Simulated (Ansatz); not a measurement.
Basis-set series for C₂H₇AlOSi (`[CH2]1OC[SiH2][AlH]1`). Total charge 0; spin multiplicity 1. The geometry is a stationary point of PBE0-D4/def2-TZVP.

| functional | basis | functions | energy (Eh) | HOMO (eV) | LUMO (eV) |
| --- | --- | --- | --- | --- | --- |
| PBE0-D4 | def2-SVP | 113 | -686.83076 | -6.18 | -1.83 |
| PBE0-D4 | def2-TZVPP | 275 | -687.19271 | -6.23 | -1.84 |
| ωB97M-V | def2-SVP | 113 | -687.12020 | -8.28 | -0.15 |
| ωB97M-V | def2-TZVPP | 275 | -687.48915 | -8.34 | -0.22 |

Give the rows for def2-QZVPP. (Best estimate.)

Ansatz gave: 
```csv
functional,basis,functions,energy (Eh),HOMO (eV),LUMO (eV)
PBE0-D4,def2-QZVPP,521,-687.21820,-6.25,-1.86
ωB97M-V,def2-QZVPP,521,-687.51367,-8.36,-0.33
```
